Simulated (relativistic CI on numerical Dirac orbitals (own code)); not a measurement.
# Cu³⁺ in a cubic cluster: 2p photoemission with charge transfer

Computed with a charge-transfer multiplet model of a cubic metal-ligand cluster with up to 2 ligand holes, Slater and spin-orbit integrals from Dirac-Coulomb-Breit ions, Slater integrals scaled by 0.8. The ground state mixes d8 with configurations of k ligand holes L, whose averages lie at kΔ + k(k − 1)U_dd/2; a core hole lowers each added d electron by U_cd. 20 K, Lorentzian 0.6 eV and Gaussian 0.8 eV FWHM.

Atomic integrals in eV (Slater integrals scaled, ζ unscaled), ground: F2dd 11.066, F4dd 6.905, zeta_d 0.110; with the core hole: F2dd 12.413, F4dd 7.786, zeta_d 0.150, zeta_core 13.370, F2cd 7.564, G1cd 5.867, G3cd 3.340.

Cluster parameters (eV): U_dd = 7.7, U_cd = 9.2, 10Dq = 1.15, 10Dq(ligand) = 0, V(eg) = 1.8, V(t2g) = -0.82, final-state hopping factor = 1.

| Case | n_d | d8 | d9L | d10L2 | S |
| --- | --- | --- | --- | --- | --- |
| Δ = -2.1 eV | 8.63 | 0.41 | 0.55 | 0.04 | 1.00 |
| Δ = 0.9 eV | 8.29 | 0.71 | 0.28 | 0.01 | 1.00 |
| Δ = 1.9 eV | 8.22 | 0.78 | 0.21 | 0.01 | 1.00 |
| Δ = 2.9 eV | 8.17 | 0.83 | 0.16 | 0.00 | 1.00 |
| Δ = 3.9 eV | 8.13 | 0.87 | 0.13 | 0.00 | 1.00 |

Weights, n_d and S are thermal averages at 20 K. Binding energies count from the first peak over 30 % of the highest in each spectrum, which can be another peak from case to case. The parameters are a model scan and need not match a compound or its usual spin state. Peaks in eV (height, largest 100):
- Δ = -2.1 eV: 0.0 (100), 4.7 (37), 6.7 (43), 12.5 (16), 13.7 (16), 17.6 (6), 20.1 (48), 25.9 (40), 34.8 (12)
- Δ = 0.9 eV: 0.0 (100), 5.5 (50), 8.6 (29), 9.7 (32), 13.4 (12), 20.4 (46), 25.4 (33), 30.8 (28)
- Δ = 1.9 eV: 0.0 (100), 5.6 (61), 7.6 (27), 8.7 (31), 9.7 (29), 12.3 (14), 20.4 (46), 25.7 (34), 29.8 (30), 32.0 (6)
- Δ = 2.9 eV: 0.0 (100), 5.7 (72), 9.0 (27), 11.5 (15), 20.5 (45), 26.1 (39), 29.2 (28), 31.1 (6)
- Δ = 3.9 eV: 0.0 (100), 5.3 (64), 8.7 (19), 10.8 (14), 20.5 (44), 26.2 (41), 28.8 (19), 30.3 (6)

Curve for Δ = 0.9 eV (points under 2 left out, the grid thinned):

E (eV), Intensity and a bar:
```
     -3.1        2.0 
     -2.3        3.6 #
     -1.4       10.5 ###
     -0.6       55.7 ##################
      0.2       92.4 ##############################
      1.0       32.7 ##########
      1.9        8.2 ##
      2.7        5.3 #
      3.5        6.9 ##
      4.4       21.8 #######
      5.2       47.8 ###############
      6.0       46.4 ###############
      6.9       16.2 #####
      7.7       12.5 ###
      8.5       29.3 #########
      9.3       27.3 ########
     10.2       27.6 #########
     11.0       25.0 ########
     11.8       15.4 ####
     12.7       10.6 ###
     13.5       12.1 ###
     14.3        8.4 ##
     15.1        4.2 #
     16.0        3.0 
     18.0        2.1 
     18.8        4.2 #
     19.7       22.8 #######
     20.5       45.6 ##############
     21.3       17.4 #####
     22.2        4.4 #
     23.0        3.0 
     23.8        3.8 #
     24.6       12.8 ####
     25.5       32.6 ##########
     26.3       14.7 ####
     27.1        3.9 #
     28.0        2.6 
     28.8        5.6 #
     29.6       16.9 #####
     30.5       25.2 ########
     31.3       22.6 #######
     32.1        7.5 ##
     32.9        4.9 #
     33.8        3.6 #
     34.6        2.1
```

For the case Δ = 0.9 eV, Δ = 0.9 eV is smaller than U_dd = 7.7 eV, the charge-transfer side of the Zaanen-Sawatzky-Allen scheme. With the core hole the configuration with one ligand hole lies at Δ − U_cd = -11.3, -8.3, -7.3, -6.3, -5.3 eV from the one without, in the order of the table; where this is negative the screened configuration lies lower.
